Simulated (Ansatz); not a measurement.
Reaction (formal exchange of groups at a C–B bond): `BC(=C)O` + `C=CF` → `C=C(O)C(=C)F` + BH₃

Calculated with Ansatz (gas phase, PBE0-D4/def2-TZVP geometries, no zero-point term in ΔE). CCSD(T)/CBS adds triple-zeta CCSD(T) − MP2 to the extrapolated MP2 energy (def2 sets, frozen cores). This one scheme is used for every species. Functionals use def2-TZVPP. Each species was taken in one conformer, which may not be the lowest.

```tsv
level	ΔE (kcal/mol)
ωB97M-V	8.4
B2PLYP	8.8
PBE	10.5
HF/def2-TZVPP	7.1
MP2/def2-TZVPP	7.0
CCSD/def2-TZVPP	7.8
SCS-MP2/def2-QZVPP	7.7
CCSD/CBS(def2)	8.4
```

Question: What does CCSD(T)/CBS give? (Estimate.)

Answer: Computed: +8.5 kcal/mol. The listed levels differ from it by -0.1, 0.3, 2.0, -1.4, -1.5, -0.7, -0.8, -0.1 kcal/mol.

Largest T1 diagnostic among the species: 0.013.

From PBE to PBE0 (25 % exact exchange), in def2-TZVPP and without D4, ΔE moves by −1.5 kcal/mol. The D4 term adds −1.2 kcal/mol with B3LYP and −0.7 kcal/mol with PBE0; it sums over pairs of atoms, weighted by their polarisabilities, and B3LYP, whose exchange is more repulsive, gets the larger term.

B3LYP here is the variant with VWN-RPA as its local correlation; programs differ in this.
